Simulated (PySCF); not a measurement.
Species: C4H9OPSi.
Numbering: `[CH2:1]=[CH:2][C@@H:3]1[C@H:4]([SiH3:5])[P@H:6]1=[O:7]` (hydrogens: H8, H9 on C1; H10 on C2; H11 on C3; H12 on C4; H13, H14, H15 on Si5; H16 on P6)

Geometry (GFN2-xTB, Å), atoms numbered from 1 in this order:
```
atom  x, y, z in Å
C1    -0.3974    2.4408   -0.9176
C2    -0.1223    1.1575   -0.7455
C3    -0.8757    0.2686    0.1388
C4    -0.1112   -0.8563    0.9335
Si5    1.7623   -1.0014    0.7707
P6    -1.2695   -1.4456   -0.3018
O7    -2.5500   -2.1001   -0.0154
H8     0.1699    3.0575   -1.5922
H9    -1.2092    2.9202   -0.3963
H10    0.6945    0.6976   -1.2865
H11   -1.6561    0.7635    0.7140
H12   -0.4942   -0.9719    1.9435
H13    2.2066   -1.9865    1.7550
H14    2.1185   -1.4538   -0.5777
H15    2.3371    0.3184    1.0286
H16   -0.6109   -1.7995   -1.4625
```

The closed-shell ground state was solved at several levels (PySCF, density fitting, gas phase, non-relativistic).

```json
{"level": "PBE0/pcSseg-1", "basis functions": "178", "total energy (Eh)": "-863.2725", "HOMO (eV)": "-6.88", "LUMO (eV)": "-0.36", "gap (eV)": "6.52", "dipole (D)": "3.44"}
{"level": "B3LYP/def2-SVPD", "basis functions": "223", "total energy (Eh)": "-863.5345", "HOMO (eV)": "-6.75", "LUMO (eV)": "-0.72", "gap (eV)": "6.03", "dipole (D)": "3.64"}
```

Question: Estimate the row for PBE0/def2-SVPD, a basis of 223 functions; the other rows only guide the guess.

Answer: Total energy -862.9751 Eh, HOMO -6.95 eV, LUMO -0.50 eV, gap 6.45 eV, dipole 3.63 D.

Question: Over all these levels, which gives the widest orbital gap and which the narrowest?

Answer: PBE0/pcSseg-1 (global hybrid, 25 % exact exchange) has the widest, 6.52 eV, and B3LYP/def2-SVPD (global hybrid, 20 % exact exchange) the narrowest, 6.03 eV. Functional and basis both differ between the two, so the spread mixes both effects.

Question: How far do the dipole and the HOMO energy spread over the levels?

Answer: The dipole runs from 3.44 to 3.64 D (mean 3.57 D) and the HOMO from -6.95 to -6.75 eV.

One conformer stands for the species.
